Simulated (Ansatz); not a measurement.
`C[SiH2]C(=O)O` + `[AsH3]` → `C[SiH2][AsH2]` + `O=CO` at 500 K and 1 bar (ligand exchange at the Si–C bond).

Calculated with Ansatz (gas phase, PBE0-D4/def2-TZVP geometries, no zero-point term in ΔE). CCSD(T)/CBS is the MP2 limit (def2-TZVPP, def2-QZVPP) plus CCSD(T) − MP2 in def2-TZVPP, frozen cores. This one scheme is used for every species. For As outer-core shells are correlated without core-valence functions, which leaves a few kJ/mol of doubt a bond. Scalar relativity is left out up to krypton. Each species was taken in one conformer, which may not be the lowest.

```tsv
species	CCSD(T)/CBS energy (Eh)	H − E (kJ/mol)	S (J/(mol·K))
`C[SiH2]C(=O)O`	-519.15635	251.6	420.7
`[AsH3]`	-2236.79077	76.6	245.1
`C[SiH2][AsH2]`	-2566.35921	225.3	392.0
`O=CO`	-189.60296	110.7	274.8
```

H − E and S are ideal-gas, rigid-rotor, harmonic terms from PBE0-D4/def2-TZVP, for one conformer and one mirror image of each species. 1 Eh = 2625.50 kJ/mol, R = 8.31446 J/(mol·K).

Problem. By hand: ΔE, ΔH, ΔS and ΔG.

Solution. ΔE = (-2566.35921) + (-189.60296) − (-519.15635) − (-2236.79077) = -0.01505 Eh = -39.5 kJ/mol. Δ(H − E) = 225.3 + 110.7 − 251.6 − 76.6 = 7.8, so ΔH = -31.7 kJ/mol. ΔS = 392.0 + 274.8 − 420.7 − 245.1 = 1.0 J/(mol·K). ΔG = -31.7 − 500 × (1.0)/1000 = -32.2 kJ/mol.

Problem. By hand: the equilibrium constant, and the temperature at which ΔG would vanish if ΔH and ΔS stayed fixed.

Solution. log₁₀ K = −ΔG/(RT ln 10) = 3.4. ΔH and −TΔS have one sign here, so there is no such temperature.

The number of gas molecules stays the same, so ΔS is small and ΔH decides. A doubt of 5 kJ/mol in ΔE shifts log₁₀ K by 0.5 here. Other conformers and mirror images would add mixing entropy, several J/(mol·K) or more a flexible species. Modes under 60 cm⁻¹, often nearly free rotors, make the harmonic entropy too high. These are equilibria of isolated gas molecules and say nothing of rates. Largest T1 diagnostic: 0.016 (customary marks: 0.02 for closed shells, 0.045 for open ones).

ΔS is within the doubt of such terms, so its sign, and with it that verdict, could turn.
